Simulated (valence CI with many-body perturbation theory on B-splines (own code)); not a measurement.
Values are calculated unless marked as measured or tabulated.
**Sensitivity of CI+MBPT for Eu42+**

Method: valence CI with perturbative core correlation (CI+MBPT): three valence electrons over a frozen Dirac-Fock core [Ar], a basis of 6 s, 6 p, 5 d, 5 f, 1 g functions for each j, with the one-electron correlation potential Σ1 (screened to all orders), the two-electron term Σ2, the three-electron term Σ3, Breit, model QED; selected single and double excitations, second order for the rest (own B-spline code, finite nucleus).

No measured spectrum was set against this ion. As an estimate, large intervals hold to a few tenths of a per cent, small ones and those within an open d or f shell to about a per cent. Only levels of the ground parity were solved; by the run's estimate the other parity begins above the list, which can be wrong where configurations are misplaced.

The reference run has the lowest level (3d3/2^3) J=3/2 and an ionisation energy of 3279.51 eV. Its largest variational space holds 2195 state functions.

Levels are named by their leading jj configuration (3d3/2^4 stands for four electrons in 3d with j = 3/2), which in mixed levels can hold well under half, so a name can repeat and another be missing. Letters in brackets count levels of one name in rising energy.

Reference levels: (3d3/2^2 3d5/2) J=5/2 [a] 221731, (3d3/2^2 3d5/2) J=3/2 267731, (3d3/2^2 3d5/2) J=7/2 284316, (3d3/2^2 3d5/2) J=9/2 291345, (3d3/2^2 3d5/2) J=1/2 300657, (3d3/2^2 3d5/2) J=5/2 [b] 435147, (3d3/2 3d5/2^2) J=7/2 [a] 505809, (3d3/2 3d5/2^2) J=9/2 531720, (3d3/2 3d5/2^2) J=3/2 [a] 565713, (3d3/2 3d5/2^2) J=1/2 584232, (3d3/2 3d5/2^2) J=11/2 597578, (3d3/2 3d5/2^2) J=5/2 [a] 607399 cm⁻¹.

Q: Rank these changes by the mean size of the shift of these levels, smallest first.
A. Breit term on → off; QED terms on → off
B. scale of Σ1 1 → 0
C. QED terms on → off

A: C (1100 cm⁻¹), B (2000 cm⁻¹), A (13000 cm⁻¹).
